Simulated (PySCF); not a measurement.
## Static response to an electric field

Compound: GaCl2(NMe2), C2H6Cl2GaN.
Geometry (PBE0-D3(BJ)/def2-SVP, Å), atoms numbered from 1 in this order:
```
atom  x, y, z in Å
Ga1    0.686    1.647   -0.129
Cl2    2.456    1.989   -1.269
Cl3   -0.265    3.289    0.844
N4     0.004   -0.012    0.003
C5    -1.168   -0.307    0.789
C6     0.598   -1.144   -0.662
H7    -1.971   -0.748    0.168
H8    -1.566    0.607    1.254
H9    -0.944   -1.027    1.599
H10    1.470   -0.833   -1.256
H11    0.937   -1.911    0.060
H12   -0.121   -1.632   -1.348
```

Level: wB97X-D/def2-SVPD (PySCF), static field, nuclei fixed, core orbitals frozen in the response. The polarisability tensor in these axes (au):

```
x    86.80   4.73 -13.41
y     4.73  99.44   3.47
z   -13.41   3.47  75.91
```

Give the principal values, the mean and the anisotropy Δα = √{½[(α1 − α2)² + (α2 − α3)² + (α1 − α3)²]}.

Principal values 65.97, 95.10 and 101.08 au; mean 87.38 au = 12.95 Å³ = 14.41 × 10⁻⁴⁰ C²·m²/J; Δα = 32.53 au (37 % of the mean).

What is the dipole moment, and where does it point?

(-1.03, -2.51, 0.22) D, 2.73 D in size, pointing from the negative to the positive side. Measured along this direction, the outermost atoms are Cl2 and Cl3 at the negative end and H7, H12, H9 and H11 at the positive end.

What molar refraction does this α imply?

Lorentz–Lorenz: R = (4π/3)N_A α = 2.5225 cm³/(mol·Å³) × 12.95 Å³ = 32.7 cm³/mol, in the limit of long wavelengths.

Find the Langevin capture rate constant for NH4+ (18.034 u) meeting this molecule (182.913 u), k = 2.342 × 10⁻⁹ cm³/s × √(α in Å³ / reduced mass in u).

The reduced mass is 16.42 u, so k = 2.08 × 10⁻⁹ cm³/s. The formula leaves out the permanent dipole, which adds to the capture rate.

Rayleigh depolarisation ratio (linearly polarised light, static tensor)?

ρ = 3Δα²/(45ᾱ² + 4Δα²) = 3175.4/(343624 + 4233.8) = 0.00913.

What would n − 1 = 2πNα be for an ideal gas of these molecules at 500 K and 1 atm, electronic part alone?

N = p/kT = 1.4678 × 10¹⁹ cm⁻³, so n − 1 = 2π × N × 12.95 × 10⁻²⁴ cm³ = 1194 × 10⁻⁶ at long wavelengths.

Orientational against electronic polarisability at 273 K (dilute gas, rigid molecules)?

In Gaussian units μ²/3kT = 65.73 Å³ against 12.95 Å³, a ratio of 5.08; the Debye molar polarisation (4π/3)N_A(α + μ²/3kT) is 198.5 cm³/mol, leaving out the vibrational part.

Isolated species at its PBE0-D3(BJ)/def2-SVP geometry, gas phase. The calculation is non-relativistic, for gallium too.
